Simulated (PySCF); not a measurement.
**Deuteron quadrupole couplings in `C=C1[C@@H](C#CC)[C@H]1O[SiH2]F`**

Compound: C7H9FOSi.
Numbering: `[CH2:1]=[C:2]1[C@@H:3]([C:4]#[C:5][CH3:6])[C@H:7]1[O:8][SiH2:9][F:10]` (hydrogens: H11, H12 on C1; H13 on C3; H14, H15, H16 on C6; H17 on C7; H18, H19 on Si9)

Cartesian coordinates in Å at the GFN2-xTB level; atoms count from 1:
```xyz
19
C7H9FOSi angstrom
C     -1.3918   -2.4385    0.7923
C     -1.0030   -1.2853    1.2704
C      0.1226   -0.4120    1.6683
C      1.0922   -0.0427    0.6865
C      1.8949    0.2544   -0.1554
C      2.8624    0.6304   -1.1604
C     -1.3204    0.1086    1.5939
O     -1.7660    0.9904    0.6427
Si    -1.3357    1.3710   -0.8592
F     -2.6677    2.1143   -1.3495
H     -2.4251   -2.6252    0.5463
H     -0.6982   -3.2502    0.6396
H      0.5270   -0.5254    2.6701
H      3.7032    1.1464   -0.6978
H      2.3947    1.2940   -1.8876
H      3.2318   -0.2555   -1.6764
H     -1.7933    0.3242    2.5492
H     -0.2911    2.3792   -0.8926
H     -1.1465    0.2311   -1.7397
```

Level: PBE0/pcSseg-1 (PySCF, non-relativistic); Q(2H) = 0.00286 b; rigid geometry, the same for H and D, with no vibrational averaging.

Question: Rank these positions by the coupling χzz of a deuteron there, largest first.
A. H18 (Si–H hydrogen)
B. H13 (methine hydrogen)
C. H16 (methyl hydrogen)
D. H12 (vinylic hydrogen)

Answer: D (223 kHz), B (212 kHz), C (207 kHz), A (111 kHz).

Give the electric field gradient Vzz (the principal value of largest size), its asymmetry and the 2H coupling at each hydrogen.

```json
{"atom": "H11", "bonded to": "C1", "bond length (Å)": "1.078", "Vzz (au)": "0.3322", "η": "0.04", "χzz (kHz)": "223"}
{"atom": "H12", "bonded to": "C1", "bond length (Å)": "1.079", "Vzz (au)": "0.3325", "η": "0.04", "χzz (kHz)": "223"}
{"atom": "H13", "bonded to": "C3", "bond length (Å)": "1.086", "Vzz (au)": "0.3161", "η": "0.08", "χzz (kHz)": "212"}
{"atom": "H14", "bonded to": "C6", "bond length (Å)": "1.090", "Vzz (au)": "0.3084", "η": "0.02", "χzz (kHz)": "207"}
{"atom": "H15", "bonded to": "C6", "bond length (Å)": "1.090", "Vzz (au)": "0.3080", "η": "0.03", "χzz (kHz)": "207"}
{"atom": "H16", "bonded to": "C6", "bond length (Å)": "1.090", "Vzz (au)": "0.3082", "η": "0.02", "χzz (kHz)": "207"}
{"atom": "H17", "bonded to": "C7", "bond length (Å)": "1.088", "Vzz (au)": "0.3064", "η": "0.11", "χzz (kHz)": "206"}
{"atom": "H18", "bonded to": "Si9", "bond length (Å)": "1.452", "Vzz (au)": "0.1657", "η": "0.02", "χzz (kHz)": "111"}
{"atom": "H19", "bonded to": "Si9", "bond length (Å)": "1.453", "Vzz (au)": "0.1643", "η": "0.02", "χzz (kHz)": "110"}
```

Average by the element that carries the hydrogen.

on C: 212 kHz over 7 positions, mean bond length 1.086 Å; on Si: 111 kHz over 2 positions, mean bond length 1.452 Å.

How does χzz go with the bond length over the 7 C–H bonds?

A straight-line fit has a slope of -15.0 kHz for each 0.01 Å, with a correlation coefficient of -0.98, over lengths from 1.078 to 1.090 Å. The longer bonds have the smaller couplings here.

Isolated species at its GFN2-xTB geometry (one conformer only). GFN2-xTB bond lengths can be off by several hundredths of an ångström, more for odd bonds, and the gradients follow them. The small basis limits the accuracy of the gradients.
